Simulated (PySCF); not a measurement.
Numbering as in the mapped SMILES `[CH3:1][c:2]1[cH:3][cH:4][cH:5][c:6]([O:7][C:8]([F:9])([F:10])[F:11])[cH:12]1`. Hydrogens are named by the atom that carries them.

PySCF calculation with geometry from GFN2-xTB and shielding tensors at PBE0/pcSseg-1 (GIAO); one averaged value for each set of equivalent atoms, isolated molecule, relativity neglected, one computed conformer.

Predict the 2D correlation tables (HSQC, COSY, HMBC).

## Answers



HSQC (one-bond C–H):
```csv
δH,δC
7.62 (H(C4)),135.4 (C4)
7.46 (H(C5)),117.7 (C5)
7.33 (H(C3)),131.1 (C3)
7.28 (H(C12)),124.0 (C12)
2.57 (H(C1)),23.9 (C1)
```

COSY cross peaks (H two or three bonds apart, from the bond graph; peaks can be absent where the dihedral angle is near 90°):
```csv
δH,δH
7.62 (H(C4)),7.46 (H(C5))
7.62 (H(C4)),7.33 (H(C3))
```

HMBC (two and three bonds, from the bond graph):
```csv
δH,δC
7.62 (H(C4)),"158.3 (C6), 146.5 (C2), 131.1 (C3), 117.7 (C5)"
7.46 (H(C5)),"158.3 (C6), 135.4 (C4), 131.1 (C3), 124.0 (C12)"
7.33 (H(C3)),"146.5 (C2), 135.4 (C4), 124.0 (C12), 117.7 (C5), 23.9 (C1)"
7.28 (H(C12)),"158.3 (C6), 146.5 (C2), 131.1 (C3), 117.7 (C5), 23.9 (C1)"
2.57 (H(C1)),"146.5 (C2), 131.1 (C3), 124.0 (C12)"
```

Scale: 1H and 13C against TMS (reference shieldings calculated alike).

Short H···H contacts in this conformer between protons four or more bonds apart (candidates for NOE cross peaks, intensity ∝ r⁻⁶): H(C1)···H(C3) 2.46 Å, H(C1)···H(C12) 2.49 Å.

Shifts are as computed. Against solution values, carbons near 30 ppm lie about +3 ppm off and those near 130 ppm about +5 ppm. Of 1211 compounds with measured shifts, 218 miss one by over three times the rms of a fit or turn the order of signals round; such compounds aren't used in these exercises.
